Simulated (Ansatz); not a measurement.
`[SiH3]C#CS` → 2 C• + 4 H• + S• + Si•  (atomization)

Program: Ansatz. Geometries: PBE0-D4/def2-TZVP. ΔE: electronic, gas phase. CCSD(T)/CBS is the MP2 limit (def2-TZVPP, def2-QZVPP) plus CCSD(T) − MP2 in def2-TZVPP, frozen cores. This one scheme is used for every species, atoms too. Functionals use def2-TZVPP. B3LYP here is the variant with VWN-RPA as its local correlation; programs differ in this. HSE06 is defined as in plane-wave codes. Open shells (•) are unrestricted, without spin–orbit coupling. Spin–orbit coupling would lower the free atoms: a little for C, S, Si. One conformer a species, not always the lowest.

`[SiH3]C#CS`:

Cartesian coordinates in Å:
```
Si -0.485 1.552 -0.147
C 0.033 -0.189 -0.145
C 0.383 -1.351 -0.126
S 0.845 -2.957 -0.235
H 0.397 2.343 -1.040
H -1.887 1.664 -0.621
H -0.388 2.077 1.238
H 1.102 -3.138 1.075
```

| level | ΔE (kJ/mol) | difference from CCSD(T)/CBS |
| --- | --- | --- |
| LDA (SPW92) | 3271.6 | 414.2 |
| PBE-D4 | 2921.7 | 64.3 |
| revPBE-D4 | 2854.2 | -3.2 |
| BLYP-D4 | 2860.5 | 3.1 |
| r2SCAN-D4 | 2872.2 | 14.8 |
| B97M-V | 2883.2 | 25.8 |
| PBE0-D4 | 2864.5 | 7.1 |
| B3LYP-D4 | 2859.1 | 1.7 |
| r2SCANh-D4 | 2850.5 | -6.9 |
| r2SCAN0-D4 | 2819.5 | -37.9 |
| HSE06-D4 | 2867.1 | 9.7 |
| BHLYP-D4 | 2771.4 | -86.0 |
| CAM-B3LYP-D4 | 2857.7 | 0.3 |
| ωB97X-V | 2867.1 | 9.7 |
| ωB97M-V | 2870.1 | 12.7 |
| B2PLYP | 2833.1 | -24.3 |
| PBE-QIDH | 2843.2 | -14.2 |
| PBE | 2905.9 | 48.5 |
| revPBE | 2807.0 | -50.4 |
| BLYP | 2825.6 | -31.8 |
| r2SCAN | 2868.3 | 10.9 |
| PBE0 | 2851.0 | -6.4 |
| B3LYP | 2833.3 | -24.1 |
| r2SCAN0 | 2814.9 | -42.5 |
| HSE06 | 2854.5 | -2.9 |
| BHLYP | 2751.3 | -106.1 |
| CAM-B3LYP | 2843.9 | -13.5 |
| HF/def2-SVP | 2053.3 | -804.1 |
| MP2/def2-SVP | 2719.8 | -137.6 |
| CCSD/def2-SVP | 2639.9 | -217.5 |
| CCSD(T)/def2-SVP | 2682.1 | -175.3 |
| HF/def2-TZVPP | 2058.1 | -799.3 |
| MP2/def2-TZVPP | 2833.0 | -24.4 |
| SCS-MP2/def2-TZVPP | 2822.5 | -34.9 |
| CCSD(T)/def2-TZVPP | 2776.2 | -81.2 |
| HF/def2-QZVPP | 2061.9 | -795.5 |
| MP2/def2-QZVPP | 2880.9 | 23.5 |
| HF/CBS(def2) | 2062.5 | -794.9 |
| MP2/CBS(def2) | 2914.3 | 56.9 |
| CCSD/CBS(def2) | 2802.9 | -54.5 |
| CCSD(T)/CBS | 2857.4 | 0 |

Largest T1 diagnostic among the species: 0.013.

At CCSD(T), def2-SVP lies −175.3 kJ/mol from the extrapolated value and def2-TZVPP −81.2 kJ/mol: correlation converges slowly with the basis, and small sets miss more of it in the bonded molecule than in its fragments. Leaving LDA and LC-ωPBE aside and taking each functional with its dispersion term where it has one, the values spread over 150.3 kJ/mol, from BHLYP-D4 to PBE-D4. LDA lies +365.7 kJ/mol from PBE without D4, its usual overbinding.

For atomizations the MP2-based limit and the directly extrapolated one differ by several kJ/mol either way, and by 10 to 25 for some Ge, Se and Sn compounds, so smaller differences from it don't rank the levels.
